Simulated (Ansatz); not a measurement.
The cluster B5⁺. Charge 1, multiplicity 1. Geometry relaxed at B3LYP-D4/def2-SVP.

Cartesian coordinates in Å:
```
B -0.970 0.790 -0.070
B 0.803 -0.492 0.790
B 0.813 -0.837 -0.733
B -0.371 0.023 -1.291
B -0.275 0.517 1.304
```

The structure comes from a short search, and lower isomers may exist.

(1) Estimate the harmonic wavenumbers at RKS B3LYP-D4/def2-SVP (Ansatz, unscaled). Is this a minimum?

Results:

(1) 42i, 89, 265, 274, 982, 1042, 1124, 1402, 1403 cm⁻¹. No: 1 imaginary mode, a saddle point. Zero-point energy 39.4 kJ/mol. It took 7 s on 4 threads of AMD EPYC 9R45 on a shared host.
